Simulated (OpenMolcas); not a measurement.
An OpenMolcas run meant for Zr III (ANO-RCC-VQZP, X2C; inactive shells 1s 2s 2p 3s 3p 3d 4s 4p; intended active space 2 electrons in 5 orbitals (4d)). One step of its input:

```
&CASPT2
Multistate=10 1 2 3 4 5 6 7 8 9 10
Frozen=8 6
IPEA=0.25
Imaginary=0.1
MaxIter=60
WThr=0.0 0.3 0.05
PrWF=0.5
NoMix
Deleted=22 23
```

The run finished. Its levels beside those of a sound run (SS-CASPT2, IPEA 0.25 Eh, imaginary shift 0.1 Eh (closed shells correlated: 4s 4p)), in cm-1 above each run's lowest level:

| Level | This run | Usual run |
| --- | --- | --- |
| 4d2 3F2 | 0.0 | 0.0 |
| 4d2 3F3 | 702 | 710 |
| 4d2 3F4 | 1526 | 1531 |
| 4d2 1D2 | 5734 | 5209 |
| 4d2 3P0 | 8911 | 8549 |
| 4d2 3P1 | 9188 | 8828 |
| 4d2 3P2 | 9701 | 9337 |
| 4d2 1G4 | 12412 | 11067 |
| 4d2 1S0 | 24364 | 23447 |

Task: Which setting is unsound, and how much does it matter here?

Result: Nearly half of the orbitals are deleted from the virtual space, which removes much of the correlation energy. Against the sound run the excited levels shown move by 490 cm-1 on average and by 1300 cm-1 at most.

CASPT2 breaks the degeneracy within a term, and the mean is taken; among the terms shown or strongly mixed into the levels shown the widest spread is 1800 cm-1 (4d2 3F, this run). Levels of configurations with an s electron are missing; early in the row they begin among the upper levels of the d shell and mix with terms of their name. Only configurations of the active space appear.
